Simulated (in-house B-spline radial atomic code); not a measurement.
Ionising Tb40+ with different functionals

Computed with a radial B-spline atomic code at the basis-set limit: scalar-relativistic (spin-free X2C) Hamiltonian, Fermi nucleus of rms radius 5.06 fm, spin-polarised at highest spin, spherical fractional occupations for the functionals. The ionisation energy is the difference of two self-consistent energies, [Ar] 3d7 → [Ar] 3d6, without Breit or QED terms; ε is the level of the shell that loses the electron (its least bound occupied spin orbital). There is no spin-orbit coupling in this Hamiltonian.

Hybrids are left out here: with spherical fractional occupations of an open shell their exact exchange keeps a self-interaction that integer-occupation calculations don't have.

```tsv
method	rung	ΔSCF (eV)	-ε(3d) (eV)
OLYP	GGA	3086.5	3032.9
AM05	GGA	3082.4	3028.6
PW91	GGA	3083.3	3029.4
SCAN	meta-GGA	3082.2	3029.4
revTPSS	meta-GGA	3081.2	3027.6
```

Problem. How do they compare with the NIST value?

Solution. NIST lists 3078 eV ± 4 (tabulated theory, ground level to ground level). Errors run from +3.2 to +8.5 eV; revTPSS is closest (+3.2 eV), though others lie within the uncertainty of it, and part of that can be cancellation, since the calculations leave out spin-orbit coupling, Breit-QED terms, multiplet and fine-structure energies.
